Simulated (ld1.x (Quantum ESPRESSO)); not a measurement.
# vanadium (V), TM: configuration errors across variants

V (Z = 23), norm-conserving Troullier–Martins (Kleinman–Bylander form), made with ld1.x (Quantum ESPRESSO) 7.5 (PBE, scalar-relativistic). Core [Ne] 3s2, reference 3p6 3d2 4s0 4p0 (charge +3). Waves: 4s (bound, empty): rc 1.85 bohr; 3p (bound): rc 1.65 bohr; 3d (bound): rc 1.30 bohr. Local part: all-electron potential smoothed inside 1.70 bohr (lloc = -1). Core correction: a·sin(br)/r model core inside 1.05 bohr.

All-electron excitation energies from the reference (eV): (1) 3p6 3d3 4s1 4p0 -43.194; (2) 3p6 3d3 4s0 4p0 -28.898; (3) 3p6 3d2 4s2 4p0 -39.954; (4) 3p5 3d3 4s2 4p0 0.018; (5) 3p6 3d4 4s1 4p0 -50.343; (6) 3p6 3d3 4s1 4p1 -47.581.

Tests that are not counted but printed errors over 1 eV. “base”: 3p6 3d3 4s2 4p0 (solver errors, printed error -1306 eV). “core correction none”: 3p6 3d3 4s2 4p0 (solver errors, printed error -932 eV). “core correction a·sin(br)/r model core inside 0.64 bohr”: 3p6 3d3 4s2 4p0 (solver errors, printed error -1286 eV); 3p6 3d4 4s1 4p0 (solver errors, printed error -1286 eV); 1 more. “core correction a·sin(br)/r model core inside 0.80 bohr”: 3p6 3d3 4s2 4p0 (solver errors, printed error -1292 eV); 3p6 3d4 4s1 4p0 (solver errors, printed error -1304 eV). “core correction a·sin(br)/r model core inside 1.16 bohr”: 3p6 3d3 4s2 4p0 (solver errors, printed error -1222 eV); 3p6 3d4 4s1 4p0 (solver errors, printed error -1300 eV).

A true bound ghost makes a file unfit for plane-wave use even where its test errors are small: the radial tests pick states by their node count and pass the ghost by. Where a test does run into it, the solver fails or the error is huge.

Errors AE − PS in meV (a dash: test not solved or not reliable):

| change | (1) | (2) | (3) | (4) | (5) | (6) | bound ghosts |
| --- | --- | --- | --- | --- | --- | --- | --- |
| base | -430 | -60 | -103 | -73 | -4477 | -501 | s |
| core correction none | -371 | -26 | -32 | +15 | +5910 | -433 | s |
| core correction a·sin(br)/r model core inside 0.64 bohr | -452 | -61 | -106 | -74 | – | – | s |
| core correction a·sin(br)/r model core inside 0.80 bohr | -441 | -60 | -105 | -74 | – | -509 | s |
| core correction a·sin(br)/r model core inside 1.16 bohr | -423 | -60 | -101 | -73 | – | -491 | s |
| core correction a·sin(br)/r model core inside 1.32 bohr | -413 | -58 | -100 | -72 | – | -479 | s |
| core correction a·sin(br)/r model core inside 1.50 bohr | -413 | -53 | -101 | -71 | – | -480 | s |

**Question.** Give the same row for: core correction a·sin(br)/r model core inside 0.94 bohr.

**Answer.** -436, -60, -104, -74, –, -510; bound ghosts: s. Not counted: 3p6 3d3 4s2 4p0 (solver errors, printed error -1285 eV); 3p6 3d4 4s1 4p0 (solver errors, printed error -1296 eV).
